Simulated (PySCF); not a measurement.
Molfile (atoms numbered from 1):
```
C2H5BF2
     RDKit          3D

 10  9  0  0  0  0  0  0  0  0999 V2000
   -1.1984    0.0869   -0.0596 C   0  0  0  0  0  0  0  0  0  0  0  0
    0.2005   -0.4316   -0.3644 C   0  0  0  0  0  0  0  0  0  0  0  0
    1.3570    0.2646    0.4175 B   0  0  0  0  0  0  0  0  0  0  0  0
    1.1674    1.3612    1.1305 F   0  0  0  0  0  0  0  0  0  0  0  0
    2.5941   -0.2010    0.3918 F   0  0  0  0  0  0  0  0  0  0  0  0
   -1.4727   -0.0952    0.9909 H   0  0  0  0  0  0  0  0  0  0  0  0
   -1.9606   -0.3962   -0.6887 H   0  0  0  0  0  0  0  0  0  0  0  0
   -1.2685    1.1726   -0.2252 H   0  0  0  0  0  0  0  0  0  0  0  0
    0.4436   -0.3089   -1.4377 H   0  0  0  0  0  0  0  0  0  0  0  0
    0.2800   -1.5199   -0.1957 H   0  0  0  0  0  0  0  0  0  0  0  0
  1  2  1  0
  2  3  1  0
  3  4  1  0
  3  5  1  0
  1  6  1  0
  1  7  1  0
  1  8  1  0
  2  9  1  0
  2 10  1  0
M  END
```

PySCF 2.14 calculation with PBE0-D3(BJ)/def2-SVP geometry, shielding tensors at PBE0/pcSseg-1 (GIAO) and J couplings at B3LYP/pcJ-1 (spin–dipole term only in couplings to heteroatoms); non-relativistic Hamiltonian, single conformer, fast rotation and ring inversion assumed for equivalent nuclei, no solvent.

**Question.** Predict the 2D correlation tables (HSQC, COSY, HMBC).

**Answer.** 

HSQC (one-bond C–H):
```csv
δH,δC,"1J(C,H) (Hz)"
0.98 (H6/H7/H8),8.1 (C1),134
0.91 (H9/H10),6.6 (C2),122
```

COSY cross peaks (|J| ≥ 2 Hz):
```csv
δH,δH,abs. J (Hz),bonds
0.98 (H6/H7/H8),0.91 (H9/H10),8.9,3
```

HMBC (two and three bonds, |J| ≥ 2.5 Hz):
```csv
δH,δC [abs. J in Hz]
0.98 (H6/H7/H8),6.6 (C2) [3.2]
0.91 (H9/H10),8.1 (C1) [3.9]
```

δ = σ(ref) − σ, references computed at the same level: 1H (σref 31.27), 13C (σref 184.41) vs TMS.

A carbon bonded to boron is broadened by the quadrupolar boron nucleus and is often missing from a measured spectrum. Unscaled 3J(H,H) at this level run about 10 % above measured values. Shifts are as computed. Against solution values, carbons near 30 ppm lie about +2 ppm off and those near 130 ppm about +5 ppm. Of 1211 compounds with measured shifts, 218 miss one by over three times the rms of a fit or turn the order of signals round; such compounds aren't used in these exercises. Vicinal couplings across rotatable single bonds and in flexible rings belong to the one computed conformer; a conformer average would change them.
